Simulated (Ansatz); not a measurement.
Species: CAuClO, charge 0, multiplicity 3. The spin state was set by rule; other spins were not relaxed. 
Coordinates optimised at B3LYP-D3(BJ)/def2-TZVP (Ansatz, a program for electronic structure):
```
C
O 1 1.1420
Au 1 2.0447 2 144.24
Cl 3 2.3769 1 109.95 2 -180.00
```
Charge 0, spin multiplicity 3.

Parts of the frozen-core correlation energy in def2-SVPD (Ansatz, hartree). Frozen orbitals: 11; correlated occupied orbitals by spin: 15 and 13; virtual: 79 and 81. Open shells are spin-unrestricted. No spin-orbit coupling. Past Kr the def2 sets carry scalar-relativistic core potentials.

| term | value |
|---|---|
| reference (HF) | -706.73459 |
| MP2 opposite-spin | -0.49754 |
| MP2 same-spin | … |
| CCSD correlation | … |
| (T) | … |
| T1 diagnostic | 0.032 |
| largest doubles amplitude | 0.037 |
| <S^2> of the reference | 2.049 |

Task: Complete the blanks.

Result: 
- MP2 same-spin, value: -0.22448
- CCSD correlation, value: -0.72773
- (T), value: -0.02763
